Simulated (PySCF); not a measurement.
**Atomic charges by several schemes**

Species: C7H11PS.
Structure used (GFN2-xTB), in Å, numbered top down from 1:
```
atom  x, y, z in Å
C1    -1.9190    1.4792   -0.3104
C2    -1.7778   -0.0321   -0.2005
P3    -0.5324   -0.5031    1.1110
C4    -0.4827   -2.3223    0.7620
C5     0.9769    0.0281    0.2215
C6     1.7395    1.1386    0.6768
C7     2.8196    1.3914   -0.0989
S8     2.9447    0.2827   -1.4090
C9     1.5161   -0.5257   -0.8986
H10   -2.2134    1.9037    0.6473
H11   -0.9724    1.9290   -0.6060
H12   -2.6720    1.7425   -1.0513
H13   -1.4746   -0.4604   -1.1605
H14   -2.7328   -0.4791    0.0896
H15   -1.3527   -2.7825    1.2276
H16    0.4138   -2.7446    1.2113
H17   -0.4942   -2.5369   -0.3045
H18    1.4736    1.7106    1.5482
H19    3.5613    2.1574    0.0104
H20    1.1734   -1.3659   -1.4690
```

Density: PBE0/pcSseg-1 (PySCF); schemes: Mulliken, IAO, Hirshfeld and ESP-fitted. The structure is a single GFN2-xTB conformer in the gas phase; no vibrational or solvent corrections. GFN2-xTB frequencies show an imaginary mode (24i cm⁻¹), so this geometry is no minimum at that level.

**Question.** Atoms with like bonding are taken together and averaged. At which atom do the 4 schemes differ most?

**Answer.** At C5: from -0.384 (Mulliken) to +0.537 e (ESP-fitted), 0.921 e apart.

**Question.** Which atoms carry the highest charge in the Mulliken, IAO, Hirshfeld and ESP-fitted schemes?

**Answer.** The schemes don't all agree: Mulliken P3 (+0.403); IAO P3 (+0.498); Hirshfeld P3 (+0.156); ESP-fitted C5 (+0.537).

**Question.** Tabulate the Mulliken, IAO, Hirshfeld and ESP-fitted charges.

**Answer.** In e; atoms taken as equivalent share a row and are averaged (×n: the atom named and its like, n in all):

```
       atom                        environment  Mulliken     IAO  Hirshfeld  ESP-fitted
         C1                      methyl carbon    -0.265  -0.416     -0.124      -0.545
         C2     sp3 carbon bound to phosphorus    -0.444  -0.422     -0.112      +0.241
         P3               phosphine phosphorus    +0.403  +0.498     +0.156      -0.356
         C4     sp3 carbon bound to phosphorus    -0.468  -0.607     -0.167      -0.280
         C5        substituted aromatic carbon    -0.384  -0.230     -0.073      +0.537
         C6                 aromatic CH carbon    -0.007  -0.178     -0.074      -0.393
         C7  aromatic CH next to a ring sulfur    -0.260  -0.322     -0.085      -0.214
         S8              thiophene-type sulfur    +0.255  +0.345     +0.105      +0.048
         C9  aromatic CH next to a ring sulfur    -0.232  -0.322     -0.082      -0.487
H10/H11/H12                    methyl hydrogen    +0.124  +0.142     +0.036      +0.139
    H13/H14                 methylene hydrogen    +0.139  +0.135     +0.034      +0.016
H15/H16/H17                    methyl hydrogen    +0.141  +0.150     +0.041      +0.095
        H18                  aromatic hydrogen    +0.081  +0.166     +0.053      +0.193
        H19                  aromatic hydrogen    +0.129  +0.174     +0.054      +0.220
        H20                  aromatic hydrogen    +0.118  +0.167     +0.051      +0.302
```

Mean size of the charges over all atoms: IAO 0.250 e, ESP-fitted 0.230 e, Mulliken 0.206 e, Hirshfeld 0.072 e. Each set sums to the total charge, 0, to within 0.001 e. The Hirshfeld scheme divides the density at each point in proportion to the densities of the neutral, spherically averaged free atoms. The ESP scheme fits charges at the nuclei, held to the total charge, to the electrostatic potential on points at 1.4 to 2.0 times the van der Waals radii.

Some averages cover members that differ in this geometry: H15/H16/H17, ESP-fitted +0.022 to +0.150; H13/H14, ESP-fitted -0.024 to +0.056; H10/H11/H12, ESP-fitted +0.120 to +0.154 e.

**Question.** How closely do the schemes follow one another over all atoms?

**Answer.** Correlation coefficient and root-mean-square difference: IAO with Hirshfeld 1.00, 0.204 e; Mulliken with IAO 0.96, 0.083 e; Mulliken with Hirshfeld 0.95, 0.165 e; IAO with ESP-fitted 0.34, 0.326 e; Hirshfeld with ESP-fitted 0.33, 0.264 e; Mulliken with ESP-fitted 0.13, 0.344 e.

**Question.** Sum the charges by element, for elements with more than one atom.

**Answer.** 
| element | atoms | Mulliken | IAO | Hirshfeld | ESP-fitted |
| --- | --- | --- | --- | --- | --- |
| C | 7 | -2.061 | -2.497 | -0.718 | -1.140 |
| H | 11 | +1.403 | +1.653 | +0.457 | +1.448 |

**Question.** How many electrons does the Mulliken scheme count on P3?

**Answer.** Z − q = 15 − (+0.403) ≈ 14.598.

The run behind these numbers computed NMR shieldings as well. The run took about 2.5 min of CPU time (with the writing of density and orbital grids) (one thread, shared machine).
